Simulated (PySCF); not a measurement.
# Radial density of Sc⁺ (scandium, charge +1)

r2SCAN0, [Ar] 3d2, high-spin 3F determinant (an excited configuration). Calculation: PySCF 2.14, in def2-QZVPPD; the non-relativistic Hamiltonian (point nucleus).

| r (bohr) | 4πr²ρ (e/bohr) | 4πr²(ρα − ρβ) |
| --- | --- | --- |
| 0.00128 | 0.1198 | 0.0000 |
| 0.00215 | 0.3267 | 0.0000 |
| 0.00361 | 0.8693 | 0.0000 |
| 0.00607 | 2.218 | -0.0001 |
| 0.0102 | 5.274 | -0.0003 |
| 0.0172 | 11.15 | -0.0006 |
| 0.0289 | 19.40 | -0.0010 |
| 0.0486 | 24.68 | -0.0013 |
| 0.0817 | 20.94 | -0.0015 |
| 0.137 | 18.99 | -0.0012 |
| 0.231 | 26.16 | 0.0270 |
| 0.389 | 15.89 | 0.1942 |
| 0.654 | 7.035 | 0.6074 |
| 1.10 | 8.591 | 0.9603 |
| 1.85 | 2.540 | 0.7336 |
| 3.11 | 0.3156 | 0.2609 |
| 5.24 | 0.02586 | 0.0258 |
| 8.81 | 0.0001569 | 0.0002 |
